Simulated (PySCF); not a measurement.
## Lu(BH4)3(H2O) at several levels of theory

Computed with PySCF 2.14.0 (density fitting, no spin-orbit coupling) at the geometry relaxed with PBE0:

```xyz
19
Lu(BH4)3(H2O) (singlet in the valence; each metal's 4f electrons, 14 of them, lie in its core potential, out of spins and levels)
Lu    0.0354   -0.0603    0.0936
B     1.2195    1.6552    1.2929
H     1.8436    2.4850    1.9052
H     1.6330    0.4865    1.5108
H     1.3026    1.8041    0.0519
H     0.0042    1.6471    1.5775
B    -1.7563   -1.2237    1.1892
H    -2.6280   -1.8368    1.7522
H    -1.7797    0.0006    1.4339
H    -1.8046   -1.3423   -0.0572
H    -0.6059   -1.6168    1.5160
B     1.2435   -1.2841   -1.5754
H     1.8600   -1.9247   -2.3892
H     1.4062   -1.7144   -0.4040
H     0.0065   -1.3051   -1.7707
H     1.5764   -0.0794   -1.5448
O    -1.2231    1.3953   -1.2118
H    -1.0351    2.3367   -1.3159
H    -2.0365    1.1997   -1.6933
```

```
 level                                                              basis    state  HOMO (eV)  gap (eV)  charge on Lu1 (e)  population of f-type functions on Lu1 (polarisation alone where 4f lies in the core)  dipole about the centre of mass (D)  largest force component (eV/Å)
  PBE0      Lu lcecp-1-SVP with ECP60, B def2-SVP, H def2-SVP, O def2-SVP  singlet      -8.93      7.74               0.36                                                                                  0.05                                 6.13                            0.02
revPBE                                                           the same  singlet      -7.58      5.65               0.03                                                                                  0.05                                 6.04                            0.48
  PBE0  Lu lcecp-1-TZVP with ECP60, B def2-TZVP, H def2-TZVP, O def2-TZVP  singlet      -8.95      7.50               0.86                                                                                  0.06                                 6.01                            0.22
```

In the lcecp rows the 4f levels are missing from HOMO and gap, and the state counts the valence alone.

Charges are Mulliken's, which hang on the basis. The relaxation used the grid (50, 194), these runs (75, 302) or, all-electron (x2c bases, spin-free X2C Hamiltonian), (99, 590).

What does HF with Lu lcecp-1-SVP with ECP60, B def2-SVP, H def2-SVP, O def2-SVP give here?

state singlet, HOMO (eV) -12.18, gap (eV) 13.69, charge on Lu1 (e) 1.19, population of f-type functions on Lu1 (polarisation alone where 4f lies in the core) 0.06, dipole about the centre of mass (D) 6.38, largest force component (eV/Å) 0.86. Time: 4.4 s on 4 threads of Arm Neoverse V1, on a shared host, from an already converged density.

In the first row's basis the gap widens with exact exchange: 5.6 eV for revPBE (none); 7.7 eV for PBE0 (a fixed share); 13.7 eV for Hartree–Fock (rising or full at long range).

No frequency check is given that shows the relaxed geometry to be a minimum. An lcecp potential fixes the number of 4f electrons, so in runs with it no electron can move into or out of that shell.
